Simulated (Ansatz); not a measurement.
Cartesian coordinates in Å:
```
C -0.926 0.757 -1.256
C 0.484 0.268 -0.934
Si 0.832 0.103 0.892
C -0.116 -1.330 1.671
S -0.917 -2.450 0.830
H -1.072 0.859 -2.334
H -1.125 1.731 -0.802
H -1.679 0.057 -0.887
H 0.666 -0.707 -1.397
H 1.233 0.951 -1.350
H 0.449 1.338 1.637
H 2.274 -0.161 1.166
H -0.103 -1.416 2.762
```

Total charge 0; spin multiplicity 1.

List the ωB97M-V/def2-TZVPP orbital energies in eV (the Gaussian-basis code of Ansatz). (Estimate.)

The calculation gave: Occupied: -2426.85, -1806.91, -283.02, -281.30, -281.27, -220.79, -163.92, -163.86, -163.67, -148.01, -102.13, -102.12, -102.10, -24.97, -24.04, -20.30, -19.23, -16.85, -15.27, -14.38, -14.06, -13.16, -12.59, -12.28, -12.05, -10.96, -10.88, -8.57. Lowest empty: -0.50, 2.24, 2.57, 3.03, 3.36, 3.88, 4.16, 4.26.
